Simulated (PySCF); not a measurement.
**What settings do to a single point of Hg2Br2**

The sound run of Hg2Br2 (singlet) uses PySCF 2.14.0, RKS B3LYP, Hg def2-SVP with ECP60, Br def2-SVP; non-relativistic Hamiltonian with scalar-relativistic core potentials where named; density fitting; no spin-orbit coupling, grid (50, 194), threshold 1e-8 Eh and 55 cycles, at the relaxed geometry:

```xyz
4

Hg    0.0000    0.0000    1.1851
Hg    0.0000    0.0000   -3.2746
Br    2.4434    0.0000    1.1971
Br   -2.4434    0.0000    1.1971
```

There Hg1 has a Mulliken charge of 0.47 e and the dipole about the centre of mass is 0.23 D. Each run below changes one thing and starts from free metal ions and neutral atoms unless it says otherwise; with 55 cycles, smearing, a level shift and second-order steps follow where DIIS fails, and their cycles count. Energy shifts count from the sound run.

```json
{"change": "charge changed by +4, spin kept, limit 67 cycles", "outcome": "not converged", "cycles": "37", "energy shift (eV)": "–", "largest force component (eV/Å)": "–", "charge on Hg1 (e)": "–", "dipole about the centre of mass (D)": "–"}
{"change": "all coordinates × 1.05", "outcome": "converged", "cycles": "12", "energy shift (eV)": "0.15", "largest force component (eV/Å)": "1.12", "charge on Hg1 (e)": "0.47", "dipole about the centre of mass (D)": "0.22"}
{"change": "start from a density of up to 30 smeared cycles (not counted)", "outcome": "converged", "cycles": "7", "energy shift (eV)": "0.0000", "largest force component (eV/Å)": "0.00", "charge on Hg1 (e)": "0.47", "dipole about the centre of mass (D)": "0.23"}
{"change": "spin (2S) set to 8, limit 65 cycles", "outcome": "converged", "cycles": "16", "energy shift (eV)": "22.92", "largest force component (eV/Å)": "3.60", "charge on Hg1 (e)": "-0.90", "dipole about the centre of mass (D)": "5.54"}
```

Q: How does the run with this change end: grid (30, 86)?

A: outcome converged, cycles 26, energy shift (eV) -0.27, largest force component (eV/Å) 0.44, charge on Hg1 (e) 0.47, dipole about the centre of mass (D) 0.23.

Unsound on purpose, so not properties of the compound: spin (2S) set to 8, limit 65 cycles.

Forces carry noise of the integration grid, about 0.01 to 0.03 eV/Å.

A frequency check found unstable modes (1, the lowest at -23 cm⁻¹), so the relaxed geometry is a saddle point, or these are noise.
